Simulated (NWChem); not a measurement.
C2Cl3 cation

```xyz
5

Cl    -0.6216    -2.3308     0.0000
C     -0.2442    -0.8145     0.0000
C      0.0726     0.4587     0.0000
Cl     1.7092     0.8803     0.0000
Cl    -1.1768     1.5970     0.0000
```
Atoms are numbered in this order, from 1.

Program: NWChem. Structure relaxed at the PBE0/def2-SVP level. GIAO values for the isolated, static molecule; σ is the absolute isotropic shielding, δ = σ(reference) − σ with the isolated reference molecule computed at the same levels (13C: tetramethylsilane).

### Question
Predict the results for PBE/pcSseg-1. Quantities: σ Cl1 (ppm); δ C2 (ppm); δ C3 (ppm); σ Cl4 (ppm).

### Answer
The σ Cl1 (ppm) comes out as -230.9. The δ C2 (ppm) is 563.7, the δ C3 (ppm) is 153.2 and the σ Cl4 (ppm) comes out as 515.1.
